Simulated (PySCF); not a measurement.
Constitutional and geometric isomers with formula C3H5Cl. Gas-phase values, no solvent. Strings in code marks are SMILES.

The brightest of the four lowest singlets (TDA) from two functionals at the same geometries (PBE0-D3(BJ)/def2-TZVP), both in PySCF: PBE-D3(BJ)/def2-TZVP and ωB97X-D3(BJ)/def2-TZVP. Excitations are Tamm–Dancoff values on a coarser integration grid. The basis has no diffuse functions, so Rydberg states are missing or too high.

| species | PBE-D3(BJ)/def2-TZVP (eV) | ωB97X-D3(BJ)/def2-TZVP (eV) |
|---|---|---|
| `C=C(C)Cl` | 6.69 | 7.39 |
| `Cl/C=C/C` | 6.65 | 7.29 |
| `C/C=C\Cl` | 6.79 | 7.43 |

Over these rows, drawn at random from the members with no instability flagged (it was tested for open shells, ions and some series alone), PBE minus ωB97X-D3(BJ): mean -0.66 eV, from -0.70 eV to -0.64 eV.
